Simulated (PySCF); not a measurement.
**Telling isomers of C4H12OSi3 apart by NMR**

PySCF 2.14 calculation with shieldings: GIAO PBE0/pcSseg-1 and GFN2-xTB geometry; a single conformation, non-relativistic, fast rotation and ring inversion assumed for equivalent nuclei, in vacuum.

δ = σ(ref) − σ, references computed at the same level: TMS for $^{1}$H (31.72 ppm), $^{13}$C (186.93 ppm). Where no couplings were computed, multiplicities follow the n + 1 count of equivalent neighbours, and m marks all less simple cases (inequivalent or close neighbours, rings, F or P nearby). Shifts are as computed. Against solution values, carbons near 30 ppm lie about +3 ppm off and those near 130 ppm about +5 ppm. Of 1211 compounds with measured shifts, 218 miss one by over three times the rms of a fit or turn the order of signals round; such compounds aren't used in these exercises.

(1) Tabulate the signals of `C=C[SiH2]C([SiH3])([SiH3])C=O`, `COC1=C[SiH2]C1([SiH3])[SiH3]`, `C=C(C=O)[Si@H]([SiH3])[SiH2]C` and their relative energies.

(2) What is the quickest way to tell COC1=C[SiH2]C1([SiH3])[SiH3] from C=C(C=O)[Si@H]([SiH3])[SiH2]C?

(3) What is the quickest way to tell C=C[SiH2]C([SiH3])([SiH3])C=O from C=C(C=O)[Si@H]([SiH3])[SiH2]C?

(4) What is the quickest way to tell C=C[SiH2]C([SiH3])([SiH3])C=O from COC1=C[SiH2]C1([SiH3])[SiH3]?

## Answers

(1) 
```tsv
SMILES	carbon types	δC	δH	E rel. (kcal/mol)
C=C[SiH2]C([SiH3])([SiH3])C=O	1×C 2×CH 1×CH2	208.1, 143.0, 142.4, 28.3	9.69 (s, 1H), 6.48 (m, 1H), 6.41 (m, 1H), 6.24 (m, 1H), 4.73 (d, 2H), 4.10 (s, 6H)	11.3
COC1=C[SiH2]C1([SiH3])[SiH3]	2×C 1×CH 1×CH3	180.3, 84.2, 56.6, 13.3	4.54 (m, 2H), 4.10 (s, 6H), 3.93 (t, 1H), 3.90 (s, 3H)	16.7
C=C(C=O)[Si@H]([SiH3])[SiH2]C	1×C 1×CH 1×CH2 1×CH3	205.0, 161.7, 153.9, -7.8	9.79 (s, 1H), 7.36 (br s, 1H), 6.94 (br s, 1H), 4.07 (m, 1H), 3.91 (m, 1H), 3.79 (m, 1H), 3.50 (d, 3H), 0.49 (m, 3H)	0.0
```

Energies are electronic energies at PBE0/pcSseg-1 on these geometries, without zero-point or thermal terms, each for the one conformer computed, which needn't be the lowest.

(2) Both give the same number of carbon signals, but DEPT or the intensities differ. The first has a β carbon of an enol-ether or enamine type C=C (CH) at 84.2 ppm, the second an aldehyde carbonyl carbon (CH) at 205.0 ppm. Their most deshielded carbons lie at 180.3 and 205.0 ppm. In the proton spectra the most deshielded non-exchanging signals are 4.54 (m, 2H) and 9.79 (s, 1H).

(3) Both give the same number of carbon signals, but DEPT or the intensities differ. The first has an alkene CH at 142.4 ppm, the second an α carbon of a C=C–C=O unit (C) at 161.7 ppm. Their most deshielded carbons lie at 208.1 and 205.0 ppm.

(4) Both give the same number of carbon signals, but DEPT or the intensities differ. The first has an aldehyde carbonyl carbon (CH) at 208.1 ppm, the second an alkene carbon bearing oxygen (C) at 180.3 ppm. In the proton spectra the most deshielded non-exchanging signals are 9.69 (s, 1H) and 4.54 (m, 2H).
